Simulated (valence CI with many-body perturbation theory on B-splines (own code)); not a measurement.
## Zn XVI: what each term of the Hamiltonian does

Computed by valence CI with perturbative core correlation (CI+MBPT): five valence electrons over a frozen Dirac-Fock core [Ne], a basis of 9 s, 9 p, 8 d, 6 f, 3 g, 1 h functions for each j, with the one-electron correlation potential Σ1, the two-electron term Σ2, the three-electron term Σ3, Breit, model QED; selected CI, second order for the rest (own B-spline code, finite nucleus).

No measured levels were compared; by estimate levels of excited configurations hold to 0.05 to 0.15 % of their energy, terms of the ground configuration to about 0.5 %. Among the levels kept, up to 460 cm⁻¹ of a level comes from second order outside the variational space, and about a tenth of that is noise between levels of different J, which matters for small intervals.

Each rung adds one term. CI alone is the Dirac-Coulomb CI over the frozen core; QED comes last and gives the full result, which names the levels. Energies are above 3s²3p³ ⁴S°_3/2 on the same rung, in eV.

Names give the largest LS component (configuration and term), which can be under half, so a name can repeat, a term be missing and a line seem to break the LS rules; names also repeat where a configuration has a term twice. Letters in brackets count levels of one name in rising energy.

| Level | CI alone | Σ1 | Σ2 | Σ3 | Breit | QED | Full |
| --- | --- | --- | --- | --- | --- | --- | --- |
| 3s²3p³ ²D°_3/2 | 6.329 | +0.0041 | -0.0451 | -0.0264 | +0.0067 | -0.0004 | 6.268 |
| 3s²3p³ ²D°_5/2 | 7.884 | +0.0120 | -0.0399 | -0.0247 | -0.0580 | +0.0044 | 7.778 |
| 3s²3p³ ²P°_1/2 | 12.276 | +0.0129 | -0.0670 | -0.0457 | -0.0346 | +0.0029 | 12.144 |
| 3s²3p³ ²P°_3/2 | 14.693 | +0.0274 | -0.0484 | -0.0395 | -0.1230 | +0.0111 | 14.521 |
| 3s3p⁴ ⁴P_5/2 | 44.801 | -0.0931 | +0.0305 | +0.0439 | +0.0164 | -0.1154 | 44.683 |
| 3s3p⁴ ⁴P_3/2 | 47.415 | -0.0827 | +0.0415 | +0.0440 | -0.0279 | -0.1085 | 47.282 |
| 3s3p⁴ ⁴P_1/2 | 48.376 | -0.0806 | +0.0386 | +0.0418 | -0.0392 | -0.1071 | 48.230 |
| 3s3p⁴ ²D_3/2 | 55.680 | -0.0824 | -0.0695 | +0.0270 | -0.0249 | -0.0976 | 55.432 |
| 3s3p⁴ ²D_5/2 | 56.500 | -0.0758 | -0.0584 | +0.0282 | -0.0745 | -0.0965 | 56.223 |
| 3s²3p²3d ²P_3/2 [a] | 63.489 | -0.0796 | -0.1841 | +0.0071 | -0.0906 | -0.0607 | 63.081 |
| 3s3p⁴ ²S_1/2 [a] | 64.204 | -0.0777 | -0.2096 | -0.0068 | -0.0424 | -0.0830 | 63.784 |
| 3s²3p²3d ⁴F_3/2 | 67.779 | -0.0969 | -0.1420 | -0.0621 | -0.0742 | -0.0103 | 67.393 |
| 3s3p⁴ ²S_1/2 [b] | 68.269 | -0.0618 | -0.1660 | -0.0144 | -0.1401 | -0.0693 | 67.818 |
| 3s²3p²3d ⁴F_5/2 | 68.874 | -0.0884 | -0.1375 | -0.0618 | -0.1232 | -0.0063 | 68.457 |
| 3s²3p²3d ⁴F_7/2 | 70.531 | -0.0777 | -0.1296 | -0.0599 | -0.1898 | -0.0013 | 70.073 |
| 3s²3p²3d ²F_5/2 [a] | 70.873 | -0.0879 | -0.1502 | -0.0646 | -0.1413 | -0.0054 | 70.424 |
| 3s²3p²3d ²F_7/2 [a] | 72.090 | -0.0797 | -0.1470 | -0.0647 | -0.1861 | -0.0026 | 71.610 |
| 3s²3p²3d ⁴D_1/2 | 72.167 | -0.0811 | -0.1562 | -0.0636 | -0.1398 | -0.0084 | 71.718 |
| 3s²3p²3d ⁴F_9/2 | 72.341 | -0.0681 | -0.1263 | -0.0624 | -0.2612 | +0.0024 | 71.825 |

The middle columns are the shifts that each term adds.

Problem. How does the ionisation energy move along the ladder, and which term matters most?

Solution. CI alone 534.41, + Σ1 535.07, + Σ2 534.96, + Σ3 534.71, + Breit 534.60, + QED 534.60 eV. The largest step is Σ1, 0.66 eV. NIST lists 540 ± 1 eV (semi-empirical), further off than its uncertainty and the later steps.
